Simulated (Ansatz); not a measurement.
`CBCCCl`. The species carries charge 0 and has multiplicity 1.

| atom | x (Å) | y (Å) | z (Å) |
| --- | --- | --- | --- |
| C1 | -0.348 | 1.584 | 0.776 |
| B2 | 0.450 | 0.954 | -0.403 |
| C3 | 0.496 | -0.568 | -0.765 |
| C4 | -0.266 | -1.510 | 0.130 |
| Cl5 | -0.135 | -3.215 | -0.406 |
| H6 | 0.206 | 2.391 | 1.265 |
| H7 | -0.727 | 0.894 | 1.532 |
| H8 | -1.219 | 2.083 | 0.322 |
| H9 | 1.058 | 1.690 | -1.133 |
| H10 | 1.554 | -0.861 | -0.815 |
| H11 | 0.156 | -0.670 | -1.805 |
| H12 | 0.106 | -1.489 | 1.154 |
| H13 | -1.332 | -1.283 | 0.148 |

**Question.** List the harmonic frequencies (cm⁻¹, unscaled) at PBE0-D4/def2-TZVP in Ansatz. (Best estimate.)

**Answer.** The calculation gave: 59, 74, 144, 157, 281, 470, 544, 609, 748, 771, 835, 871, 998, 1047, 1092, 1136, 1217, 1253, 1294, 1318, 1325, 1418, 1436, 1464, 1483, 2577, 3012, 3022, 3049, 3087, 3094, 3134, 3150.

**Question.** Is this a minimum?

**Answer.** Yes, all 33 modes are real.

**Question.** Give the ideal-gas thermochemistry at 298.15 K and 1 bar (rigid rotor, harmonic oscillator; point group C1, symmetry number 1).

**Answer.** Zero-point energy 276.2 kJ/mol; H(298) − E = 297.7 kJ/mol; entropy 354.8 J/(mol·K), of which translation 165.0, rotation 112.6, vibration 77.2; G(298) − E = 191.9 kJ/mol. Modes under 100 cm⁻¹ are hindered rotations or soft bends, so the harmonic entropy is rough.

**Question.** And at 400, 500, 600, 800 and 1000 K?

**Answer.** 
| T (K) | H − E (kJ/mol) | S (J/mol/K) | G − E (kJ/mol) |
| --- | --- | --- | --- |
| 400 | 310.1 | 390.3 | 154.0 |
| 500 | 324.7 | 422.8 | 113.3 |
| 600 | 341.4 | 453.2 | 69.5 |
| 800 | 379.8 | 508.2 | -26.8 |
| 1000 | 423.2 | 556.5 | -133.4 |
